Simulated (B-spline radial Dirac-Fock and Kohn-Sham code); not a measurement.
## What relativity does to the binding energies of Zr³⁵⁺

System: Zr³⁵⁺ in the configuration 1s2 2s2 2p1.

Both columns are ΔSCF binding energies of the configuration average from a radial finite-basis atomic code: non-relativistic Hartree-Fock with a point nucleus, and Dirac-Fock with a finite nucleus and the Coulomb interaction alone, averaged over the two j levels with weights 2j+1.

```
shell  Hartree-Fock (eV)  Dirac-Fock (eV)  shift (eV)  shift (%)
   1s            20430.3          20870.6     +440.28      +2.16
   2s             4705.8           4831.9     +126.14      +2.68
   2p             4636.0           4686.1      +50.06      +1.08
```

Relativity binds 1s, 2s, 2p more strongly, among those listed most of all 2s in relative terms.

Values without a named source are computed, but for edge energies of neutral atoms, which are taken from tables.
